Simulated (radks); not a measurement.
Results of a calculation; reference values are marked as such.
Problem. Species: Co+. Configuration: [Ar] 3d8. Level of theory: scalar-relativistic Kohn-Sham, PBE, spin-unpolarised, spherical densities, finite nucleus; Fermi nuclear charge, rms radius 3.7875 fm (a radial shooting solver on a logarithmic mesh with Libxc functionals). Some entries of the table are withheld. Estimate them.

orbital,occ.,eigenvalue (hartree),<1/r> (bohr^-1),<r> (bohr)
1s,2,-279.1613,27.03,0.05619
2s,2,-33.12846,5.815,0.2554
2p,6,-28.38865,(1),(2)
3s,2,-3.88131,1.823,0.7779
3p,6,-2.53639,1.674,0.8237
3d,8,-0.44989,(3),(4)
4s,0,-0.41010,0.4686,2.759
4p,0,-0.23418,0.3526,3.606

Solution. 
(1) 2p <1/r> (bohr^-1): 5.706
(2) 2p <r> (bohr): 0.2249
(3) 3d <1/r> (bohr^-1): 1.231
(4) 3d <r> (bohr): 1.139
